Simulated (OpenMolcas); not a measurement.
Er⁴⁺.

```
Program             : OpenMolcas 26.06
Method              : CASSCF
Basis               : ANO-RCC-VTZP [8s7p5d3f2g1h]
Scalar Hamiltonian  : DKH2, point nucleus
Active space        : 10 electrons in 7 orbitals (4f)
State averaging     : 2S+1 = 5 even, 35 roots; 2S+1 = 3 even, 210 roots (196 in the spin-orbit step); 2S+1 = 1 even, 196 roots (168 in the spin-orbit step)
Spin-orbit coupling : state interaction with AMFI integrals over the reference wave functions, term energies averaged over their components
```

Levels without dynamic correlation, in cm⁻¹ above 4f¹⁰ ⁵I₈:

| Level | E |
| --- | --- |
| 4f¹⁰ ³L₉ | 36467 |
| 4f¹⁰ ⁵F₅ | 22140 |
| 4f¹⁰ ⁵S₂ [66 %] | 25444 |
| 4f¹⁰ ³K₈(1) [74 %] | 26213 |

On this reference, SS-CASPT2, IPEA 0.25 Eh, imaginary shift 0.1 Eh (closed shells correlated: 5s 5p) puts 4f¹⁰ ³L₉ at 34850 cm⁻¹.

Question: Estimate the other levels at that method by one scale factor, and say how well it serves.

Answer: The factor is 34850 / 36467 = 0.956. Scaled values beside those that SS-CASPT2 gives:
```
             Level  Scaled  SS-CASPT2  Miss (%)
          4f¹⁰ ⁵F₅   21166      18830     +12.4
   4f¹⁰ ⁵S₂ [66 %]   24324      21890     +11.1
4f¹⁰ ³K₈(1) [74 %]   25060      24930      +0.5
```
For these levels the scaled values miss SS-CASPT2 by up to 12.4 %, as correlation changes each term by its own factor, spin-orbit parts do not scale and CASPT2 has its own spread within terms. This holds within one configuration; levels of others move differently, and the target method has errors of its own against measurement.

CASPT2 breaks the degeneracy within a term, and the mean is taken; among the terms shown or strongly mixed into the levels shown the widest spread is 500 cm-1 (4f¹⁰ ⁵I, SS-CASPT2). High states are left out of the spin-orbit mixing, which shifts the levels that they would mix with. Without dynamic correlation excited terms often stand tens of per cent too high (terms of higher spin than the ground term too low), and those without a measured partner can miss by more than the paired ones (holds for CASSCF). The CASPT2 spread within a term exceeds the gap to the next term for 4f¹⁰ ⁵S and 4f¹⁰ ⁵F, so the order of their levels is uncertain, and so are names and mixing where such terms share a J (holds for SS-CASPT2). Levels of configurations outside the active space are missing.

A share in square brackets marks a mixed level and gives the weight of the term that names it, the lowest over the columns. A number in round brackets counts repeated terms of one configuration in the order of the reference energies.
